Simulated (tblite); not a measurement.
Species: C₈H₇PS.
Atom-mapped SMILES: `[CH:1]#[C:2][c:3]1[p:4][cH:5][cH:6][cH:7][c:8]1[S:9][CH3:10]` (hydrogens: H11 on C1; H12 on C5; H13 on C6; H14 on C7; H15, H16, H17 on C10)

Computed with GFN2-xTB (tblite), gas phase: L-BFGS steps from a force-field or distance-geometry start until the largest atomic force falls under 0.01 eV/Å.

Step 8: E = -716.9555 eV
```
atom  x, y, z in Å  |  force x, y, z in eV/Å
C1     -1.1039    2.7092    1.5234   -0.089   0.111   0.080
C2     -0.3304    1.8998    1.0897    0.013  -0.110  -0.065
C3      0.5386    0.9287    0.5493   -0.108  -0.061  -0.077
P4      2.1438    0.8291    1.2507    0.049  -0.033   0.018
C5      2.8232   -0.4415    0.2859    0.092  -0.023   0.073
C6      2.1947   -1.1094   -0.7399   -0.142   0.000  -0.019
C7      0.8884   -0.8367   -1.1148   -0.016   0.010   0.000
C8      0.0989    0.1156   -0.4924   -0.032  -0.072  -0.115
S9     -1.5516    0.3523   -1.1936    0.034   0.050   0.040
C10    -2.5810   -0.8042   -0.2179   -0.081   0.038  -0.023
H11    -1.7681    3.4254    1.9080    0.027  -0.017  -0.006
H12     3.8405   -0.7255    0.5213    0.062   0.050   0.045
H13     2.7252   -1.8810   -1.2852    0.030   0.061   0.064
H14     0.4695   -1.3831   -1.9437   -0.121  -0.038  -0.039
H15    -3.2915   -1.2444   -0.9134    0.113  -0.067  -0.029
H16    -3.1450   -0.2506    0.5297    0.210   0.006   0.091
H17    -1.9583   -1.5716    0.2331   -0.041   0.096  -0.038
```

Step 9: E = -716.9595 eV
```
atom  x, y, z in Å  |  force x, y, z in eV/Å
C1     -1.1030    2.7089    1.5238   -0.039   0.051   0.046
C2     -0.3307    1.8985    1.0892   -0.020  -0.089  -0.058
C3      0.5355    0.9267    0.5477   -0.008  -0.062  -0.047
P4      2.1429    0.8270    1.2487    0.007   0.008   0.046
C5      2.8236   -0.4427    0.2862    0.038  -0.007   0.054
C6      2.1907   -1.1086   -0.7394   -0.041   0.024   0.046
C7      0.8866   -0.8376   -1.1158   -0.015  -0.023  -0.037
C8      0.0985    0.1148   -0.4954   -0.040  -0.034  -0.024
S9     -1.5468    0.3531   -1.1910   -0.111   0.062  -0.028
C10    -2.5823   -0.8037   -0.2184   -0.013   0.069  -0.039
H11    -1.7665    3.4238    1.9072   -0.010   0.029   0.020
H12     3.8415   -0.7232    0.5231    0.052   0.030   0.023
H13     2.7244   -1.8761   -1.2811    0.062  -0.028  -0.006
H14     0.4662   -1.3836   -1.9444   -0.105  -0.042  -0.039
H15    -3.2890   -1.2467   -0.9148    0.084  -0.042  -0.028
H16    -3.1392   -0.2497    0.5326    0.158   0.017   0.081
H17    -1.9595   -1.5687    0.2318    0.002   0.038  -0.010
```

Step 10: E = -716.9622 eV
```
atom  x, y, z in Å  |  force x, y, z in eV/Å
C1     -1.1027    2.7090    1.5245    0.015  -0.011   0.011
C2     -0.3322    1.8968    1.0881   -0.054  -0.052  -0.038
C3      0.5334    0.9245    0.5459    0.036  -0.040  -0.010
P4      2.1425    0.8258    1.2482   -0.033   0.020   0.042
C5      2.8245   -0.4438    0.2872    0.000   0.018   0.050
C6      2.1880   -1.1079   -0.7382    0.051  -0.013   0.041
C7      0.8856   -0.8387   -1.1173   -0.048  -0.024  -0.045
C8      0.0973    0.1138   -0.4977   -0.029  -0.022   0.012
S9     -1.5461    0.3548   -1.1899   -0.157   0.069  -0.065
C10    -2.5832   -0.8023   -0.2193    0.043   0.065  -0.033
H11    -1.7661    3.4238    1.9073   -0.019   0.040   0.028
H12     3.8435   -0.7215    0.5246    0.028   0.019   0.005
H13     2.7251   -1.8737   -1.2788    0.052  -0.042  -0.019
H14     0.4624   -1.3847   -1.9453   -0.075  -0.038  -0.026
H15    -3.2860   -1.2491   -0.9162    0.048  -0.018  -0.021
H16    -3.1329   -0.2489    0.5361    0.105   0.026   0.067
H17    -1.9603   -1.5660    0.2307    0.037   0.004   0.000
```

Q: Estimate the geometry and energy of step 11. (The exact step hangs on the optimiser's Hessian estimate; all steps are aligned on step 10, rigid shifts and turns removed.)

A: E = -716.9653 eV, largest force 0.173 eV/Å
```
atom  x, y, z in Å  |  force x, y, z in eV/Å
C1     -1.1013    2.7084    1.5254    0.060  -0.066  -0.021
C2     -0.3344    1.8933    1.0861   -0.090  -0.003  -0.012
C3      0.5320    0.9208    0.5437    0.040  -0.008   0.023
P4      2.1415    0.8255    1.2495   -0.079   0.020   0.025
C5      2.8247   -0.4439    0.2898   -0.049   0.009   0.002
C6      2.1853   -1.1075   -0.7363    0.090  -0.016   0.041
C7      0.8828   -0.8408   -1.1199   -0.022  -0.045  -0.034
C8      0.0949    0.1115   -0.5006   -0.024   0.012   0.039
S9     -1.5484    0.3585   -1.1903   -0.133   0.071  -0.084
C10    -2.5827   -0.7998   -0.2208    0.087   0.037  -0.010
H11    -1.7651    3.4236    1.9075   -0.009   0.032   0.025
H12     3.8453   -0.7182    0.5267    0.002   0.006  -0.013
H13     2.7268   -1.8711   -1.2761    0.036  -0.047  -0.025
H14     0.4557   -1.3869   -1.9474   -0.026  -0.027   0.002
H15    -3.2811   -1.2516   -0.9181    0.002   0.013  -0.001
H16    -3.1226   -0.2470    0.5412    0.038   0.029   0.042
H17    -1.9602   -1.5629    0.2295    0.075  -0.017  -0.001
```

The energy changes by -0.0031 eV. The first-order estimate −F·Δx gives -0.0044 eV and the mean of the old and new forces, exact on a quadratic surface, -0.0031 eV. The step makes an angle of 47° with the force vector and moves no atom by more than 0.012 Å.

What follows is the cost of the whole relaxation. On one thread, Arm Neoverse V2 (aarch64), shared host with 96 logical CPUs at a one-minute load of 39, this took 0.88 s wall.
